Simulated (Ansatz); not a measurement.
Reaction (ligand exchange at a B–N bond): `B/N=C(/F)S` + `C=N` → `BN=C` + `N=C(F)S`

Isolated molecules relaxed with PBE0-D4/def2-TZVP in Ansatz; ΔE leaves out vibrations. CCSD(T)/CBS adds triple-zeta CCSD(T) − MP2 to the extrapolated MP2 energy (def2 sets, frozen cores). This one scheme is used for every species. Functionals use def2-TZVPP. One conformer a species, not always the lowest.

| level | ΔE (kJ/mol) |
| --- | --- |
| ωB97X-V | -5.5 |
| r2SCAN | -14.4 |
| r2SCANh | -12.8 |
| BHLYP | -5.0 |

Question: What does CCSD(T)/CBS give? (Best estimate.)

Answer: Ansatz gave: -6.1 kJ/mol. The listed levels differ from it by 0.6, -8.3, -6.7, 1.1 kJ/mol.

Largest T1 diagnostic among the species: 0.016.

From PBE to PBE0 (25 % exact exchange), in def2-TZVPP and without D4, ΔE moves by +4.7 kJ/mol. In def2-TZVPP, CCSD(T) changes the Hartree–Fock value by −6.3 kJ/mol (the triples alone add −1.1 kJ/mol) and MP2 by −4.0 kJ/mol.
